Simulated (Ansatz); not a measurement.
HfCl₄⁻. Total charge -1; doublet. Geometry PBE-D4/def2-SVP, that of the neutral singlet; atoms count from 1.

```tsv
atom	x (Å)	y (Å)	z (Å)
Hf1	0.0000	-0.0001	0.0000
Cl2	-0.3877	2.3034	-0.0722
Cl3	0.4637	-0.7798	-2.1538
Cl4	-1.8973	-1.0837	0.8293
Cl5	1.8213	-0.4399	1.3967
```

In the def2 sets Hf takes a core potential; there is no spin–orbit coupling. The highest occupied level of the charge -1 doublet lies above zero (up to 1.08 eV). By energy differences its removal costs 0.66 eV (vertical, to the charge 0 singlet, at PBE0-D4/def2-TZVPD); a positive level beside a positive removal energy at the same level points to self-interaction error.

Estimate the Mulliken populations from the PBE0/def2-TZVPD orbitals of Ansatz.


| atom | charge (e) | spin (α − β) | d electrons |
| --- | --- | --- | --- |
| Hf1 | 1.20 | 0.92 | 2.08 |
| Cl2 | -0.55 | 0.02 | – |
| Cl3 | -0.55 | 0.02 | – |
| Cl4 | -0.55 | 0.02 | – |
| Cl5 | -0.55 | 0.02 | – |
Mulliken values and Mayer orders depend strongly on the basis. With diffuse functions, as here, like atoms can get unlike values, and bond orders can come out too low or too high.

Where does the spin sit?

Summed by element: Hf 0.92, Cl 0.08, of 1 unpaired in all. Largest on single atoms: Hf1 0.92, Cl2 0.02, Cl5 0.02.

And the Mayer bond orders between bonded heavy atoms (over 0.3)?

Hf1–Cl2 0.80 (2.34 Å); Hf1–Cl3 0.80 (2.34 Å); Hf1–Cl4 0.80 (2.34 Å); Hf1–Cl5 0.80 (2.34 Å).
